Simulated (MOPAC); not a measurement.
Job for MOPAC: PM7 on Mg2+, 2S+1 = 2, a spin state set in the input, which need not be the lowest, a point of a bond scan (R = 3.054 Å). Charge +1.

```
PM7 1SCF PRECISE CHARGE=1 UHF MS=0.5 THREADS=1
Mg2

Mg     0.00000000 1     0.00000000 1     0.00000000 1
Mg     0.00000000 1     0.00000000 1     3.05407900 1
```

The log:

```
*******************************************************************************
 **                                                                           **
 **                              MOPAC v23.2.5                                **
 **                                                                           **
 *******************************************************************************
 ** MOPAC's Digital Object Identifier: https://doi.org/10.5281/zenodo.6511958 **
 **                                                                           **
 ** Please cite the open-source release paper for use of this MOPAC version:  **
 ** J. E. Moussa and J. J. P. Stewart (2026)                                  **
 ** MOPAC: An open-source semiempirical molecular orbital program             **
 ** J. Open Source Softw., 11(119), 8025, https://doi.org/10.21105/joss.08025 **
 *******************************************************************************

                              PM7 CALCULATION RESULTS

 *******************************************************************************
 *  PM7        - The PM7 Hamiltonian to be used
 *  UHF        - UNRESTRICTED HARTREE-FOCK CALCULATION
 *
 *
 *
 *                 CHARGE ON SYSTEM = +1
 *
 *
 *
 *  MS=        - IN MECI, MAGNETIC COMPONENT OF SPIN =  0.5
 *  PRECISE    - TIGHTER CRITERIA TO BE USED
 *  1SCF       - DO 1 SCF AND THEN STOP
 *  THREADS=1  - MULTI-THREADING NOT USED
 *  T=         - A TIME OF 172800.0 SECONDS REQUESTED
 *  DUMP=N     - RESTART FILE WRITTEN EVERY 7200.0 SECONDS REQUESTED
 *******************************************************************************
PM7 1SCF PRECISE CHARGE=1 UHF MS=0.5 THREADS=1
 Mg2

   ATOM   CHEMICAL          X               Y               Z
  NUMBER   SYMBOL      (ANGSTROMS)     (ANGSTROMS)     (ANGSTROMS)

     1      Mg          0.00000000  *   0.00000000  *   0.00000000  *
     2      Mg          0.00000000  *   0.00000000  *   3.05407900  *



          CARTESIAN COORDINATES

    NO.       ATOM           X           Y           Z

     1        Mg          0.0000      0.0000      0.0000
     2        Mg          0.0000      0.0000      3.0541

 General Reference for PM7:
 "Optimization of Parameters for Semiempirical Methods VI: More Modifications to the
 NDDO Approximations and Re-optimization of Parameters", J. J. P. Stewart, J. Mol. Mod., 1:32, 19 (2013)
 https://link.springer.com/article/10.1007/s00894-012-1667-x

           Empirical Formula: Mg2  =     2 atoms



      MOLECULAR POINT GROUP   :   D*h


          UHF CALCULATION, NO. OF ALPHA ELECTRONS =    2
                           NO. OF BETA  ELECTRONS =    1

 -------------------------------------------------------------------------------
 PM7 1SCF PRECISE CHARGE=1 UHF MS=0.5 THREADS=1
 Mg2



     1SCF WAS SPECIFIED, SO BFGS WAS NOT USED
     SCF FIELD WAS ACHIEVED


                              PM7 CALCULATION
                                                       MOPAC v23.2.5 Linux




          FINAL HEAT OF FORMATION =        158.82760 KCAL/MOL =     664.53470 KJ/MOL


          COSMO AREA              =         88.09 SQUARE ANGSTROMS
          COSMO VOLUME            =         68.25 CUBIC ANGSTROMS

          IONIZATION POTENTIAL    =          9.531324 EV
          ALPHA SOMO LUMO (EV)    =         -9.531 -1.680
          BETA  SOMO LUMO (EV)    =        -15.486 -3.414
          NO. OF ALPHA ELECTRONS  =          2
          NO. OF BETA  ELECTRONS  =          1
          MOLECULAR WEIGHT        =         48.6100         POINT GROUP:  D*h

          MOLECULAR DIMENSIONS (Angstroms)

            Atom       Atom       Distance
           Mg     2   Mg     1     3.05408
           Mg     2   Mg     1     0.00000
           Mg     1   Mg     2     0.00000


          SCF CALCULATIONS        =          1





   ATOM   CHEMICAL          X               Y               Z
  NUMBER   SYMBOL      (ANGSTROMS)     (ANGSTROMS)     (ANGSTROMS)

     1      Mg          0.00000000  *   0.00000000  *   0.00000000  *
     2      Mg          0.00000000  *   0.00000000  *   3.05407900  *

                             CARTESIAN COORDINATES

   1   Mg        0.000000000     0.000000000     0.000000000
   2   Mg        0.000000000     0.000000000     3.054079000


           Empirical Formula: Mg2  =     2 atoms



      MOLECULAR POINT GROUP   :   D*h


          ALPHA EIGENVALUES
 -16.70372  -9.53132  -1.67992  -1.34157  -1.34157  -1.27666  -1.27666  -0.57490


           BETA EIGENVALUES
 -15.48590  -3.41351  -0.87931  -0.87931  -0.72650  -0.72650  -0.56443  -0.46758


              NET ATOMIC CHARGES AND DIPOLE CONTRIBUTIONS

  ATOM NO.   TYPE          CHARGE      No. of ELECS.   s-Pop       p-Pop
    1         Mg           0.500000        1.5000     1.42079     0.07921
    2         Mg           0.500000        1.5000     1.42079     0.07921
 DIPOLE           X         Y         Z       TOTAL
 POINT-CHG.     0.000     0.000     0.000     0.000
 HYBRID         0.000     0.000     0.000     0.000
 SUM            0.000     0.000     0.000     0.000


          ATOMIC ORBITAL ELECTRON POPULATIONS

     Atom    s        px        py        pz
    1 Mg   1.42079   0.00000   0.00000   0.07921
    2 Mg   1.42079   0.00000   0.00000   0.07921


                    (SZ)    =    0.500000
                    (S**2)  =    0.781550


          ATOMIC ORBITAL SPIN POPULATIONS

    Atom   Total    s     px     py     pz
         Atomic
    1 Mg  0.5000  0.469  0.000  0.000  0.031
    2 Mg  0.5000  0.469  0.000  0.000  0.031

 **********************
 *                    *
 * JOB ENDED NORMALLY *
 *                    *
 **********************




 == MOPAC DONE ==
```

The run finished.

Cost: about 0.020 core-seconds (a rough figure).
